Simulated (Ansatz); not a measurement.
**Relative stability**

Two relaxed structures of SiH$_{3}$SeO (charge -1), singlet (PBE0-D4/def2-TZVPD; forces vanish, vibrations not checked).

A:

O1  (0.963, 0.390, 0.864)
Si2  (-0.285, 0.225, -0.261)
Se3  (-1.111, -1.797, -0.286)
H4  (0.314, 0.698, -1.560)
H5  (-1.258, 1.319, 0.094)
H6  (1.070, -0.467, 1.287)
(Å)

B:

| atom | x (Å) | y (Å) | z (Å) |
| --- | --- | --- | --- |
| O1 | 1.3223 | 1.5132 | 2.1782 |
| Si2 | -0.4309 | -0.0501 | -0.4508 |
| Se3 | 0.6300 | 0.0531 | 1.7182 |
| H4 | 0.4962 | 0.9680 | -1.1115 |
| H5 | -1.4932 | 0.9661 | -0.0294 |
| H6 | 1.7869 | -0.7544 | 1.1879 |

Ansatz 0.2.0; basis: def2-TZVPPD; cores frozen in the correlated methods. Filled d shells of the heavier atoms are correlated. The def2 sets are not built for correlating such inner shells, so the correlated values are less sure here. B3LYP uses VWN-RPA correlation.

**Question.** Which structure is lower at CCSD(T), and by how much? (An estimate is asked for; the value comes from the calculation.)

**Answer.** Computed: A, by 107.08 kcal/mol (electronic energy, against the other). By their contacts, A is SiH₃SeO ([OH][SiH2][Se]), total charge -1 and B is SiH₃SeO ([O][SeH][SiH2]), total charge -1.

All methods give the same order:

```json
{"method": "PBE-D4", "E(B) − E(A) (kcal/mol)": "95.74"}
{"method": "r2SCAN-D4", "E(B) − E(A) (kcal/mol)": "105.48"}
{"method": "PBE0-D4", "E(B) − E(A) (kcal/mol)": "105.17"}
{"method": "B3LYP-D4", "E(B) − E(A) (kcal/mol)": "104.27"}
{"method": "wB97M-V", "E(B) − E(A) (kcal/mol)": "109.72"}
{"method": "HF", "E(B) − E(A) (kcal/mol)": "123.64"}
{"method": "MP2", "E(B) − E(A) (kcal/mol)": "111.93"}
{"method": "CCSD", "E(B) − E(A) (kcal/mol)": "110.20"}
{"method": "CCSD(T)", "E(B) − E(A) (kcal/mol)": "107.08"}
```

The T1 diagnostic stays at or below 0.018.

Labels in which every atom is bracketed show which atoms are joined, not bond orders.

For scale, one of the runs: CCSD(T)/def2-TZVPPD, 196 basis functions, launched by `ansatz run in.yaml --threads 2 --pin off --events-out ev --progress --plain --max-ram 4352MiB`. Time: 2.1 min of wall clock on 2 CPU threads of an Arm Neoverse V1; the host was shared. Peak host memory: 2.2 GiB.
